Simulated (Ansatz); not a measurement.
Input file for Ansatz (a first-principles code): U-wB97X-V/def2-TZVPP on F2Ge (SMILES [F][Ge][F]), 2S+1 = 1, a spin state set in the input, which need not be the lowest.

Ansatz 0.2 input:
```yaml
crystal:
  periodic: [false, false, false]
  atoms:
    - {symbol: F, position_ang: [-1.32051756, -0.74374510, 0.00000000]}
    - {symbol: Ge, position_ang: [-0.00038318, 0.41767482, 0.00000000]}
    - {symbol: F, position_ang: [1.32188000, -0.74132091, 0.00000000]}
basis:
  gaussian:
    orbitals: def2-TZVPP
hamiltonian:
  xc: {name: wB97X-V}
magnetization: {spin_polarized: true, initial_magnetization: 0}
```

Program output:

```
WARN ansatz: RAYON_NUM_THREADS=2 ignored (pool sized by the plan → 2); use --threads N
Functional definition: wB97X-V
integrals: 0.04 GiB planned
701 factors; their error is unknown
integrals: 0.08 GiB planned
116 factors; integrals over basis functions are off by at most 4.8e-5 eV
mean field: 0.65 GiB planned
mean field evaluation 1: about -61945.2158 eV, gradient 3.6e1 eV
mean field evaluation 2: about -61942.3129 eV, gradient 5.2e1 eV
mean field evaluation 4: about -61949.2586 eV, gradient 4.8e-1 eV
mean field evaluation 8: about -61949.4546 eV, gradient 9.1e-3 eV
mean field -61949.45455693 eV, -2276.6004641188 hartree, gradient 6.3e-5 eV, S^2 0.000000; 0 other end points of the search recorded, 0 dependent functions left out
reference -61949.45455587 eV, -2276.6004640798 hartree; 25, 25 occupied and 85, 85 virtual orbitals, 701 factors
Total energy: -61949.45455587 eV, -2276.6004640798 hartree
```

The run converged.

Cost: very roughly 5 core-seconds.
